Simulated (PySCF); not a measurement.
Species: C5H11N2Si (doublet state).
Structure used (GFN2-xTB), in Å, numbered top down from 1:
```xyz
19
C5H11N2Si angstrom
C     -2.4909   -1.5201    1.8595
C     -1.4002   -1.2367    1.2395
C     -1.2577   -0.2792    0.0326
C     -0.5268   -1.0051   -1.0985
N      0.8848   -0.8494   -0.8374
Si     1.2364    0.4885    0.1843
C      2.1565    1.9837   -0.5227
N     -0.4437    0.8487    0.3680
H     -3.5202   -1.2517    1.7679
H     -0.4371   -1.6387    1.5244
H     -2.2565    0.0430   -0.2802
H     -0.8144   -0.5604   -2.0618
H     -0.8023   -2.0655   -1.1169
H      1.4846   -1.2262   -1.5496
H      1.9294   -0.0250    1.3790
H      1.6493    2.4238   -1.3754
H      2.2749    2.7553    0.2299
H      3.1509    1.6889   -0.8398
H     -0.8269    1.4352    1.0896
```

The hyperfine couplings belong to this conformer and change with its torsions.

Identity: `[H]/[C]=C\[C@@H]1CN[Si@@H](C)N1` [radical].

The calculation used UKS B3LYP, pcH-1 on C H N Si, non-relativistic, mean-field spin-orbit, GIAO in PySCF. One conformer (not necessarily the lowest) at the GFN2-xTB geometry, without solvent, vibrations or thermal averaging. A GFN2-xTB geometry isn't a minimum of the functional, and hyperfine couplings can be far from their values at a DFT geometry. No stability test was run, so a lower SCF solution isn't excluded.

Q: The isotropic 13C couplings are +321.5, +79.9, -26.5, -1.7, +1.1 MHz. Assign them to C1; C2; C3; C4; C7.

A: 
| site | a_iso (MHz) | ρ(0) (bohr⁻³) | position | distance from C1 (Å) | spin population | largest \|T\| (MHz) |
| --- | --- | --- | --- | --- | --- | --- |
| C1 | +321.5 | +0.2861 | largest spin population | 0.00 | +1.01 | 135.9 |
| C2 | -26.5 | -0.0236 | 1 bond from C1 | 1.29 | -0.17 | 19.1 |
| C3 | +79.9 | +0.0711 | 2 bonds from C1 | 2.53 | +0.08 | 19.3 |
| C4 | -1.7 | -0.0015 | 3 bonds from C1 | 3.59 | 0.00 | 1.7 |
| C7 | +1.1 | +0.0010 | 5 bonds from C1 | 6.29 | 0.00 | 0.4 |

ρ(0) is the spin density at the nucleus and T the dipolar tensor; a_iso includes a spin–orbit part; entries for several nuclei are means. The largest Mulliken spin populations are on C1 (+1.01), C2 (-0.17) and C3 (+0.08). C1 is the only atom above +0.15. The positive populations add up to 1.17 and the negative ones to -0.17, together 2S = 1.

β density exceeds α density at some nuclei, such as C2 (-0.0236), N8 (-0.0021) and C4 (-0.0015), spin density in bohr⁻³. In a single determinant that takes different orbitals for the two spins, that is spin polarisation.

Means are taken over nuclei equivalent by connectivity, which assumes that they swap fast.
